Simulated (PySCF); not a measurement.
C3H8Ge.
Atom-mapped SMILES: `[GeH3:1][CH:2]1[CH2:3][CH2:4]1` (hydrogens: H5, H6, H7 on Ge1; H8 on C2; H9, H10 on C3; H11, H12 on C4)

Structure used (PBE0-D3(BJ)/def2-SVP), in Å, numbered top down from 1:
```xyz
12
C3H8Ge angstrom
Ge     1.5809   -0.0838    0.0649
C     -0.2292   -0.4919   -0.4977
C     -1.2636   -0.9171    0.5118
C     -1.3655    0.4279   -0.1325
H      2.4360   -1.3630    0.1611
H      1.5078    0.5756    1.4581
H      2.2616    0.8919   -0.9158
H     -0.3038   -0.9682   -1.4811
H     -1.9782   -1.6902    0.2158
H     -0.9772   -0.9633    1.5674
H     -2.1506    0.5896   -0.8764
H     -1.1494    1.3104    0.4782
```

Level: CAM-B3LYP/def2-SVPD in PySCF, non-relativistic, on one gas-phase PBE0-D3(BJ)/def2-SVP geometry that isn't relaxed in the solvent. The solvent is an IEF-PCM continuum (van der Waals radii × 1.2), and excitations are vertical TDDFT with non-equilibrium linear response and a frozen core. Specific hydrogen bonds and non-electrostatic terms are outside this model. Spin–orbit coupling is left out although an atom past zinc is present.

Gas-phase singlets (H = HOMO, L = LUMO):

| state | E (eV) | λ (nm) | f | leading configurations |
| --- | --- | --- | --- | --- |
| S1 | 7.832 | 158 | 0.003 | H→L 75%, H→L+1 21% |
| S2 | 7.955 | 156 | 0.029 | H-1→L 73%, H-1→L+1 23% |
| S3 | 8.367 | 148 | 0.025 | H-1→L+1 46%, H→L+3 16%, H-1→L 16% |
| S4 | 8.428 | 147 | 0.000 | H→L+2 51%, H→L+1 12%, H→L+4 11% |
| S5 | 8.479 | 146 | 0.039 | H→L+3 52%, H-1→L+1 19%, H-1→L+2 8% |

Give the list for chloroform (ε = 4.711), n² = 2.09.

```json
{"state": "S1", "E (eV)": "7.831", "λ (nm)": "158", "f": "0.004", "leading configurations": "H→L 74%, H→L+1 23%", "change by rank (eV)": "-0.001"}
{"state": "S2", "E (eV)": "7.941", "λ (nm)": "156", "f": "0.053", "leading configurations": "H-1→L 73%, H-1→L+1 22%", "change by rank (eV)": "-0.014"}
{"state": "S3", "E (eV)": "8.300", "λ (nm)": "149", "f": "0.045", "leading configurations": "H-1→L+1 55%, H-1→L 16%, H→L+3 11%", "change by rank (eV)": "-0.067"}
{"state": "S4", "E (eV)": "8.382", "λ (nm)": "148", "f": "0.364", "leading configurations": "H→L+1 65%, H→L 20%", "change by rank (eV)": "-0.046"}
{"state": "S5", "E (eV)": "8.439", "λ (nm)": "147", "f": "0.015", "leading configurations": "H→L+2 74%", "change by rank (eV)": "-0.040"}
```

Give the list for dimethylsulfoxide (ε = 46.83), n² = 2.19.

```
state  E (eV)  λ (nm)      f             leading configurations  change by rank (eV)
   S1   7.835     158  0.005                 H→L 73%, H→L+1 23%               +0.003
   S2   7.944     156  0.057             H-1→L 73%, H-1→L+1 22%               -0.011
   S3   8.289     150  0.045  H-1→L+1 56%, H-1→L 16%, H→L+3 11%               -0.078
   S4   8.364     148  0.382                 H→L+1 65%, H→L 20%               -0.064
   S5   8.447     147  0.011                          H→L+2 76%               -0.032
```

How do the frontier levels move from gas to dimethylsulfoxide?

| orbital | gas (eV) | solvent (eV) | change (eV) | Löwdin shares, gas | Löwdin shares, solvent |
| --- | --- | --- | --- | --- | --- |
| LUMO+2 | 1.97 | 2.11 | +0.14 | Ge1 20 %, C4 18 %, H11 14 %, H12 9 % | Ge1 20 %, C4 16 %, C3 12 %, H11 11 % |
| LUMO+1 | 1.63 | 1.73 | +0.10 | Ge1 33 %, C2 13 %, H6 10 %, H7 9 % | Ge1 35 %, C2 13 %, H6 10 %, H5 9 % |
| LUMO | 1.14 | 1.21 | +0.07 | Ge1 52 %, H7 8 %, H5 8 %, H6 7 % | Ge1 56 %, H7 10 %, H5 10 %, H6 8 % |
| HOMO | -9.54 | -9.42 | +0.12 | C2 23 %, C4 22 %, C3 22 %, Ge1 16 % | C2 23 %, C4 22 %, C3 22 %, Ge1 16 % |
| HOMO-1 | -9.71 | -9.60 | +0.11 | C2 30 %, C3 16 %, C4 16 %, Ge1 13 % | C2 31 %, C3 17 %, C4 17 %, Ge1 12 % |
| HOMO-2 | -10.43 | -10.30 | +0.13 | Ge1 23 %, C2 22 %, H6 21 %, H8 10 % | C2 24 %, Ge1 21 %, H6 18 %, H8 10 % |
| HOMO-3 | -11.05 | -10.96 | +0.09 | Ge1 27 %, H6 15 %, C4 11 %, C3 11 % | Ge1 30 %, H6 17 %, C4 9 %, C3 9 % |

The HOMO–LUMO gap goes from 10.68 to 10.62 eV.
